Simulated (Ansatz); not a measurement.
Consider the redistribution: `N[Si](O)(Cl)Br` + `[NH2][Mo](=[O])(=[O])[OH]` → `N[Si](N)(Cl)Br` + `[O]=[Mo](=[O])([OH])[OH]`.

Program: Ansatz. Geometries: PBE0-D4/def2-TZVP. ΔE: electronic, gas phase. CCSD(T)/CBS adds triple-zeta CCSD(T) − MP2 to the extrapolated MP2 energy (def2 sets, frozen cores). def2 core potentials past Kr. For Br, Mo outer-core shells are correlated without core-valence functions, which leaves a few kJ/mol of doubt a bond. Scalar relativity is left out up to krypton. Each species was taken in one conformer, which may not be the lowest.

| level | ΔE (kJ/mol) |
| --- | --- |
| CCSD/def2-SVP | 7.1 |
| CCSD(T)/def2-TZVPP | 10.5 |

Task: What does CCSD(T)/CBS give? (Best estimate.)

Result: Computed: +9.6 kJ/mol. The listed levels differ from it by -2.5, 0.9 kJ/mol.

Task: What do rigid-rotor, harmonic-oscillator terms from PBE0-D4/def2-TZVP frequencies (298.15 K, 1 bar) make of the CCSD(T)/CBS value? (Estimate.)

Result: The calculation gave: ΔZPE = +0.6 kJ/mol, ΔH = +10.1 kJ/mol, ΔS = -8 J/(mol·K), ΔG = +12.4 kJ/mol.

Largest T1 diagnostic among the species: 0.025, so the coupled-cluster value is less sure than usual.

Leaving LDA and LC-ωPBE aside and taking each functional with its dispersion term where it has one, the values, not all of them listed here, spread over 5.8 kJ/mol, from revPBE-D4 to BHLYP-D4. From BLYP to BHLYP (50 % exact exchange), in def2-TZVPP and without D4, ΔE moves by +3.4 kJ/mol. At CCSD(T), def2-SVP lies −3.1 kJ/mol from the extrapolated value and def2-TZVPP +0.9 kJ/mol.
